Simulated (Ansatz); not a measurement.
`BC1=CB1` + `CSC(C)C` → `CBC1=CB1` + `CCSC`  (formal exchange of groups at a B–H bond)

Gas-phase electronic energies from Ansatz, PBE0-D4/def2-TZVP geometries. CCSD(T)/CBS is the MP2 limit (def2-TZVPP, def2-QZVPP) plus CCSD(T) − MP2 in def2-TZVPP, frozen cores. Functionals use def2-TZVPP. HSE06 is defined as in plane-wave codes. Each species was taken in one conformer, which may not be the lowest.

| level | ΔE (kcal/mol) |
| --- | --- |
| LDA (SPW92) | -7.1 |
| r2SCAN-D4 | -10.4 |
| HSE06-D4 | -10.7 |
| ωB97M-V | -10.6 |
| PBE-QIDH | -10.5 |
| CAM-B3LYP | -13.4 |
| CCSD(T)/def2-SVP | -8.9 |
| HF/CBS(def2) | -18.1 |

**Question.** What does CCSD(T)/CBS give? (Best estimate.)

**Answer.** Computed: -9.8 kcal/mol. The listed levels differ from it by 2.7, -0.6, -0.9, -0.8, -0.7, -3.6, 0.9, -8.3 kcal/mol.

Largest T1 diagnostic among the species: 0.013.

Leaving LDA and LC-ωPBE aside and taking each functional with its dispersion term where it has one, the values, not all of them listed here, spread over 4.5 kcal/mol, from BHLYP-D4 to revPBE-D4. LDA lies +3.7 kcal/mol from PBE without D4. From BLYP to BHLYP (50 % exact exchange), in def2-TZVPP and without D4, ΔE moves by −0.9 kcal/mol. At CCSD(T), def2-SVP lies +0.9 kcal/mol from the extrapolated value and def2-TZVPP +0.1 kcal/mol.
